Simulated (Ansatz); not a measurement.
A structure relaxed at r2SCAN-D4/def2-SVP in Ansatz, charge 2, singlet:

```xyz
17

Co   -0.154   -0.176    0.016
I    -1.811   -2.062    0.172
O     1.188    1.343   -0.140
H     2.113    1.328    0.163
H     0.987    2.250   -0.426
O     1.279   -1.244    0.729
H     1.806   -1.689    0.035
H     1.030   -1.955    1.355
O    -1.459    1.042   -0.705
H    -1.939    1.546   -0.018
H    -2.156    0.660   -1.275
O    -0.646    0.455    1.764
H     0.048    0.827    2.341
H    -1.237   -0.096    2.317
O     0.395   -0.743   -1.736
H    -0.115   -1.426   -2.214
H     0.671   -0.060   -2.377
```

Problem. Give its formula, name or SMILES and point group.

Solution. [CoI(H2O)5]2+ (CoIO₅H₁₀²⁺). Point group C2 (tolerance 0.1 Å).

Problem. Summarise the bond lengths by kind (pairs closer than 1.2 times the sum of covalent radii, bridged metal pairs left out).

Solution. 5 × Co–O 1.92 to 2.03 Å; 1 × Co–I 2.52 Å; 10 × H–O 0.97 to 0.98 Å. The metal has 6 neighbours: I 2.52 Å, O 2.03 Å, O 1.92 Å, O 1.92 Å, O 1.92 Å, O 1.92 Å.

In the def2 sets I takes a core potential; there is no spin–orbit coupling. The restricted singlet is unstable towards broken spin symmetry in Hartree–Fock (as tested in another run); at r2SCAN-D4/def2-SVP this wasn't settled. At r2SCAN-D4/def2-SVP a quintet of charge 2 lies 0.48 eV below the restricted singlet, each at its own geometry.
